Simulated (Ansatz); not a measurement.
Stepwise reaction of `[OH][Sn]([OH])([Cl])[Cl]` with hydrogen, as a gas-phase model of exchange steps in deposition or etching. ΔE in kJ/mol; ΔG adds harmonic PBE0-D4 terms to CCSD(T)/CBS, at 1 bar.

Computed with Ansatz on PBE0-D4/def2-TZVP structures; ΔE is electronic, products minus reactants. CBS: MP2 limit from def2 TZ/QZ plus the TZ coupled-cluster correction, frozen cores. This one scheme is used for every species. DFT in def2-TZVPP. B3LYP here is the variant with VWN-RPA as its local correlation; programs differ in this. Elements past krypton have def2 core potentials. For Sn outer-core shells are correlated without core-valence functions, which leaves a few kJ/mol of doubt a bond. One conformer a species, not always the lowest.

```
step                                                       reaction  PBE-D4  B3LYP-D4  ωB97M-V  CCSD(T)/CBS  ΔG(400 K)
   1  `[OH][Sn]([OH])([Cl])[Cl]` + H₂ → `[OH][SnH]([OH])[Cl]` + HCl    60.6      61.4     58.2         62.3       58.1
```

**Question.** Give the row of step 2, `[OH][SnH]([OH])[Cl]` + H₂ → `[OH][SnH2][OH]` + HCl. (An estimate is asked.)

**Answer.** Ansatz gave: 
```json
{"step": "2", "reaction": "`[OH][SnH]([OH])[Cl]` + H₂ → `[OH][SnH2][OH]` + HCl", "PBE-D4": "80.1", "B3LYP-D4": "80.6", "ωB97M-V": "78.3", "CCSD(T)/CBS": "82.3", "ΔG(400 K)": "80.4"}
```

**Question.** By hand: ΔE of the 2 steps together at CCSD(T)/CBS.

**Answer.** (62.3) + (82.3) = 144.6 kJ/mol, or 72.3 kJ/mol a step.

In ΔE each step is higher than the one before. All are uphill at CCSD(T)/CBS. ΔG lies between 58.1 and 80.4 kJ/mol a step. PBE-D4 differs from CCSD(T)/CBS by -2.2 to -1.7 kJ/mol a step. Isolated molecules leave out the surface, adducts and barriers. Largest T1 diagnostic: 0.014.
